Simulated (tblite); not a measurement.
Run record: tight-binding relaxation, `C=C[CH2][GaH2-][O+]([SiH3])C`.

Computed with GFN2-xTB geometry optimisation, gas phase (tblite 0.8.0). Start geometry: from a force field or distance geometry. The command runs a driver script over a list of jobs; the input below is this job's line of settings and its coordinates in Å.

Command:
```bash
OMP_NUM_THREADS=1 python probes_run.py task.json out
```

Input:
```
{"job": {"kind": "relax", "xc": "GFN2-xTB", "basis": "xTB"}, "charge": 0, "multiplicity": 1}
C      2.226700     0.503400    -1.308900
C      2.327300    -0.693000    -0.749600
C      1.710000    -1.010200     0.588400
Ga    -0.295100    -1.160000     0.411300
O     -1.009800     0.415100    -0.212100
C     -2.337700     0.179000    -0.656900
Si    -1.060300     1.504700     1.127700
H      2.704300     0.709200    -2.256500
H      1.657700     1.296300    -0.828000
H      2.919500    -1.463800    -1.229300
H      1.957400    -0.225000     1.326400
H      2.079000    -1.984100     0.956300
H     -0.934900    -1.543700     1.862200
H     -0.620300    -2.359500    -0.615100
H     -2.797200     1.129000    -1.028600
H     -2.987700    -0.252800     0.153900
H     -2.324000    -0.515900    -1.516000
H     -1.876500     0.932600     2.220900
H      0.301600     1.766100     1.624100
H     -1.645200     2.783300     0.716400
```

Output:
```
step      E/eV     max force
  0    -602.96535    2.605
  1    -603.16530    1.936
  2    -603.39657    0.763
  3    -603.44279    0.761
  4    -603.49369    0.584
  5    -603.53802    0.417
  6    -603.57203    0.403
  7    -603.59838    0.435
  8    -603.62276    0.381
  9    -603.64169    0.313
... (226 lines left out)
236    -603.90026    0.015
237    -603.90032    0.017
238    -603.90038    0.021
239    -603.90044    0.013
240    -603.90047    0.018
241    -603.90051    0.017
242    -603.90055    0.015
243    -603.90057    0.012
244    -603.90059    0.013
245    -603.90061    0.010
```

«max force» is the largest atomic force in eV/Å.

**Question.** From which step on does the largest force stay under 0.1 eV/Å, and how much energy is left to gain from there?

**Answer.** From step 145 (0.090 eV/Å), 22.5 meV above the end.

In short: energy lowered by 21.6 kcal/mol over 245 steps; largest atomic force 0.010 eV/Å at the end.

**Question.** Give the final coordinates.

**Answer.** 1.010 Å rms from the input after alignment:
```
atom  x, y, z in Å
C1     1.8369    0.9523   -0.9450
C2     1.6170   -0.3555   -0.9253
C3     1.7397   -1.2240    0.2714
Ga4   -0.1257   -1.6592    1.0078
O5    -1.1959    0.0955    0.3837
C6    -1.8857   -0.0095   -0.8441
Si7   -1.0365    1.5786    1.1288
H8     1.7133    1.5405   -1.8400
H9     2.1729    1.4809   -0.0662
H10    1.2979   -0.8536   -1.8371
H11    2.3332   -0.7239    1.0479
H12    2.2564   -2.1545    0.0018
H13   -0.4267   -1.5409    2.5432
H14   -1.0658   -2.6955    0.2830
H15   -1.4029    0.6071   -1.6046
H16   -2.9245    0.3058   -0.7254
H17   -1.8589   -1.0550   -1.1567
H18   -2.3912    1.9389    1.5623
H19   -0.1029    1.2789    2.1997
H20   -0.5556    2.5034    0.1017
```

The run took 3.2 s on Arm Neoverse N1, one thread, no GPU, on a shared host.
Labels such as C1 count atoms from 1, the log's own numbers from 0.
